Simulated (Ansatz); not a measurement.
System: CI, charge 0, multiplicity 2. SMILES: [C]I
Geometry: optimised at B3LYP-D3(BJ)/def2-TZVP (Ansatz, a quantum-chemistry and plane-wave program).

Wanted: vertical electron affinity (to the triplet state of charge -1; a negative value means that the extra electron is unbound and the number depends on the basis; each state is the SCF solution reached for its spin; the UHF <S^2> is 0.93 for the doublet (pure: 0.75); for the doublet T1 is 0.062), in eV. Valence correlation only, unless marked. Open shells are spin-unrestricted. Spin-orbit coupling is left out. Frozen are the shells of the preceding noble gas and the d and f shells that filled before the atom's block. Past Kr the def2 sets carry scalar-relativistic core potentials. Anions need diffuse functions: def2-D sets add few. CBS marks a two-point X^-3 extrapolation of the correlation energy; Hartree-Fock from the larger set.

```
level                                 program  vertical electron affinity (eV)
------------------------------------  -------  -------------------------------
SVWN5/def2-TZVPD                       Ansatz                             1.66
PBE/def2-TZVPD                         Ansatz                             1.50
r2SCAN/def2-TZVPD                      Ansatz                             1.68
B3LYP/def2-TZVPD                       Ansatz                             1.58
PBE0/def2-TZVPD                        Ansatz                             1.66
BHLYP/def2-TZVPD                       Ansatz                             1.58
CAM-B3LYP/def2-TZVPD                   Ansatz                             1.68
wB97M-V/def2-TZVPD                     Ansatz                                ?
wB97X-V/def2-TZVPD                     Ansatz                                ?
wB97X/def2-TZVPD                       Ansatz                                ?
CCSD/def2-SVPD                         Ansatz                                ?
CCSD/def2-TZVPPD                       Ansatz                             1.49
CCSD/def2-QZVPPD                       Ansatz                             1.58
CCSD(T)/CBS(def2-TZVPPD,def2-QZVPPD)   Ansatz                             1.61
```

**Question.** Fill in the missing entries.

**Answer.** 
- wB97M-V/def2-TZVPD, vertical electron affinity (eV): 1.57
- wB97X-V/def2-TZVPD, vertical electron affinity (eV): 1.60
- wB97X/def2-TZVPD, vertical electron affinity (eV): 1.67
- CCSD/def2-SVPD, vertical electron affinity (eV): 1.39
